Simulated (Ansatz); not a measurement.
Reaction (silylene formation by 1,1-elimination): `C/N=C\[SiH2]S` → `C/N=C/S` + `[SiH2]`

Computed with Ansatz on PBE0-D4/def2-TZVP structures; ΔE is electronic, products minus reactants. CCSD(T)/CBS adds triple-zeta CCSD(T) − MP2 to the extrapolated MP2 energy (def2 sets, frozen cores). This one scheme is used for every species. Double bonds are as drawn, so ΔE can hold a change between cis and trans. DFT in def2-TZVPP. B3LYP here is the variant with VWN-RPA as its local correlation; programs differ in this. Each species was taken in one conformer, which may not be the lowest.

Q: Is it downhill or uphill in electronic energy at CCSD(T)/CBS, and by how much? (Estimate.)

A: The calculation gave: Uphill: ΔE = +3.13 eV.

Q: What do these levels give: r2SCAN-D4, PBE0-D4, ωB97M-V, B2PLYP, PBE, B3LYP, CCSD/def2-TZVPP, HF/def2-QZVPP, MP2/def2-QZVPP, SCS-MP2/def2-QZVPP, HF/CBS(def2), CCSD/CBS(def2)? (An estimate is asked.)

A: The calculation gave: r2SCAN-D4 3.28, PBE0-D4 3.21, ωB97M-V 3.06, B2PLYP 3.00, PBE 2.98, B3LYP 2.84, CCSD/def2-TZVPP 2.99, HF/def2-QZVPP 2.86, MP2/def2-QZVPP 3.29, SCS-MP2/def2-QZVPP 3.15, HF/CBS(def2) 2.86, CCSD/CBS(def2) 3.08 eV.

Largest T1 diagnostic among the species: 0.014.

In def2-TZVPP, CCSD(T) changes the Hartree–Fock value by +0.17 eV (the triples alone add +0.05 eV) and MP2 by +0.37 eV. The D4 term adds +0.18 eV with B3LYP and +0.10 eV with PBE0; it sums over pairs of atoms, weighted by their polarisabilities, and B3LYP, whose exchange is more repulsive, gets the larger term. From PBE to PBE0 (25 % exact exchange), in def2-TZVPP and without D4, ΔE moves by +0.12 eV.
